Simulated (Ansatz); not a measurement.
A nudged elastic band was laid between two geometries of AlFH4NO (8 atoms, charge 0, multiplicity 2).

Theory: UKS r2SCANh-D4/def2-SVP in Ansatz.

* movable images: 5
* climbing image: yes
* spring: 5.0 eV/Å²
* optimiser: quadratic models (default)
* start path: through a guess of the saddle point
* force threshold: 0.05 eV/Å
* iteration limit: 60
* end points: relaxed

Initial state:

```xyz
8
Properties=species:S:1:pos:R:3
Al -0.131 0.129 0.322
F -0.450 1.663 0.897
N 1.504 -0.003 -0.574
H 1.798 -0.907 -0.945
H 2.325 0.483 -0.213
O -1.358 -0.833 -0.351
H -2.295 -0.647 -0.365
H 0.920 -0.733 1.348
```

Final state:

```xyz
8
Properties=species:S:1:pos:R:3
Al 0.577 -0.421 0.697
F 0.080 1.038 1.430
N 1.825 -0.204 -0.562
H 2.431 -0.938 -0.905
H 2.216 0.700 -0.807
O -1.296 -0.347 -0.138
H -1.897 -1.085 0.023
H -1.622 0.411 0.380
```

(1) What changes between the two ends?

(2) What energy profile does the band end with?

(3) What is the geometry of the highest image?

## Answers

(1) Bonds broken: Al1–H8. Bonds formed: O6–H8.

(2) It converged. The highest image is number 4 of 0 to 6, 32.8 kcal/mol above the first end and 28.1 kcal/mol above the last; the last end lies 4.7 kcal/mol above the first. The profile has 2 maxima (images 2, 4) with wells between them (image 3): this band takes more than one step, which may be the mechanism or a detour left from its start path. A vibrational analysis at the climbing image gives one clearly imaginary mode, 91i cm⁻¹: a first-order saddle point.

```csv
image,path coordinate (Å),energy (kcal/mol),Al1–H8 (Å),O6–H8 (Å)
0,0.00,0.0,1.70,2.84
1,1.72,15.5,2.80,3.66
2,3.45,23.1,3.93,4.97
3,5.17,17.1,3.69,4.82
4,6.90,32.8,2.56,3.46
5,8.61,21.1,2.07,1.50
6,10.32,4.7,2.37,0.97
```

(3) 
```xyz
8
Properties=species:S:1:pos:R:3
Al 0.104 -0.669 0.076
F -0.039 0.791 1.699
N 1.637 -0.204 -0.699
H 2.560 -0.530 -0.443
H 1.675 0.288 -1.585
O -1.316 -0.191 -0.767
H -2.177 -0.582 -0.618
H -0.131 0.250 2.454
```

The run took 2.5 min on 4 threads of Intel(R) Xeon(R) 6975P-C (Granite Rapids), on a shared host, peak memory 0.28 GiB.
